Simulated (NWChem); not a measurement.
# BPH4; SMILES BP

Computed with NWChem. Coordinates come from a PBE0/def2-SVP optimisation. Core excitations by TDA in a window of 1s orbitals, non-relativistic and unshifted: absolute energies depend strongly on the exact-exchange share.

Problem. What does the run give for P K edge, BHandHLYP/def2-TZVP? Quantities: first 1s excitation (eV); dipole oscillator strength of the first; first state with f > 0.002 (eV); dipole oscillator strength of that state.

Solution. 
```yaml
first 1s excitation (eV): 2121.9
dipole_oscillator_strength_of_the_first: 0.0012
first state with f > 0.002 (eV): 2122.9
dipole_oscillator_strength_of_that_state: 0.0058
```
